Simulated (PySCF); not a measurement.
**Finite-field polarisability of Se (selenium, neutral)**

[Ar] 3d10 4s2 4p4, high-spin 3P determinant. Calculation: PySCF 2.14, in aug-cc-pVTZ-PP with ECP10MDF (6s5p4d2f, 55 functions); scalar relativity through the core potential. Frozen: 3s2 3p6 3d10. Energy changes in a uniform field (μhartree):

| axis | F (au) | HF | MP2 | CCSD | CCSD(T) |
| --- | --- | --- | --- | --- | --- |
| x | 0.0029 | -98.256 | -100.165 | -99.994 | -100.477 |
| x | 0.0058 | -393.157 | -400.811 | -400.127 | -402.067 |
| y | 0.0027 | -103.126 | -106.384 | -106.114 | -107.001 |
| y | 0.0054 | -412.828 | -425.905 | -424.824 | -428.385 |

By symmetry the remaining axis equals x.

Task: Derive α along x at CCSD(T) from the two fields.

Result: With ΔE = −αF²/2 − γF⁴/24, α = −(16 ΔE(F) − ΔE(2F))/(6F²) = 23.89 bohr³.

Task: And the mean polarisability at each level?

Result: The components xx, yy, zz at CCSD(T) are 23.89, 29.35, 23.89, the third axis being equal by symmetry to one of the two computed. Means: HF 25.00, MP2 25.60, CCSD 25.55, CCSD(T) 25.71 bohr³. Reference: 28.9 ± 1 bohr³ (recommended; Schwerdtfeger and Nagle, table of static dipole polarizabilities (2023 update)).

CCSD(T) lies more than 5 % below the reference, which points to too few diffuse and polarisation functions.
